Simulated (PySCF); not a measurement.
# Static response to an electric field

Compound: GeH3(nBu), C4H12Ge.
Cartesian coordinates in Å at the PBE0-D3(BJ)/def2-SVP level; atoms count from 1:
```xyz
17
C4H12Ge angstrom
Ge     1.333    1.788    1.570
H      1.310    1.809    3.111
H      2.802    1.772    1.096
H      0.669    3.078    1.047
C      0.391    0.213    0.884
C      0.362    0.133   -0.639
C     -0.279   -1.139   -1.192
C     -1.760   -1.285   -0.876
H      0.881   -0.681    1.308
H     -0.630    0.234    1.301
H     -0.174    1.011   -1.045
H      1.392    0.207   -1.031
H     -0.136   -1.158   -2.286
H      0.270   -2.016   -0.803
H     -2.182   -2.189   -1.341
H     -1.944   -1.358    0.207
H     -2.333   -0.420   -1.251
```

Level: CAM-B3LYP/def2-SVPD (PySCF), static field, nuclei fixed, core orbitals frozen in the response. The polarisability tensor in these axes (au):

```
x   81.50  8.35  5.83
y    8.35 84.69  8.92
z    5.83  8.92 83.11
```

Problem. What are the eigenvalues, a third of the trace, and Δα (Δα² = ½Σ(αi − αj)² over the three pairs)?

Solution. Principal values 74.05, 76.46 and 98.78 au; mean 83.10 au = 12.31 Å³ = 13.70 × 10⁻⁴⁰ C²·m²/J; Δα = 23.62 au (28 % of the mean).

Problem. What is the dipole moment, and where does it point?

Solution. (-0.36, -0.68, -0.36) D, 0.85 D in size, pointing from the negative to the positive side. Measured along this direction, the outermost atoms are H2 at the negative end and H15 at the positive end.

Problem. Directions of the eigenvectors, and the extent of the frame along each?

Solution. Largest value along (0.51, 0.66, 0.56), where the nuclei span 6.88 Å; middle along (-0.68, -0.10, 0.73), 3.32 Å; least along (-0.53, 0.75, -0.40), 3.03 Å. The response follows the extents in order.

Problem. Estimate the molar refractivity from the static electronic polarisability.

Solution. Lorentz–Lorenz: R = (4π/3)N_A α = 2.5225 cm³/(mol·Å³) × 12.31 Å³ = 31.1 cm³/mol, in the limit of long wavelengths.

Problem. In TDDFT the mean static polarisability is Σ f/ω² over all singlet excitations (ω in hartree). How much of it do the 15 lowest give? Their energies (eV) and oscillator strengths: 7.75, 0.0052; 8.41, 0.3126; 8.52, 0.0648; 8.55, 0.0630; 8.65, 0.0266; 8.76, 0.0275; 8.82, 0.1130; 8.87, 0.0584; 8.91, 0.0175; 8.94, 0.0112; 8.97, 0.0061; 9.09, 0.0984; 9.16, 0.0523; 9.19, 0.0024; 9.52, 0.0178.

Solution. They add up to 8.62 au, 10.4 % of the 83.10 au; the largest single term is 3.27 au, from the state at 8.41 eV. Terms in order: 0.06, 3.27, 0.66, 0.64, 0.26, 0.27, 1.08, 0.55, 0.16, 0.10, 0.06, 0.88, 0.46, 0.02, 0.15 au. Higher excitations give the rest. The strengths listed sum to 0.877.

Problem. What would n − 1 = 2πNα be for an ideal gas of these molecules at 273.15 K and 1 atm, electronic part alone?

Solution. N = p/kT = 2.6868 × 10¹⁹ cm⁻³, so n − 1 = 2π × N × 12.31 × 10⁻²⁴ cm³ = 2079 × 10⁻⁶ at long wavelengths.

Geometry: PBE0-D3(BJ)/def2-SVP, one conformer, isolated molecule. The calculation is non-relativistic, for germanium too.
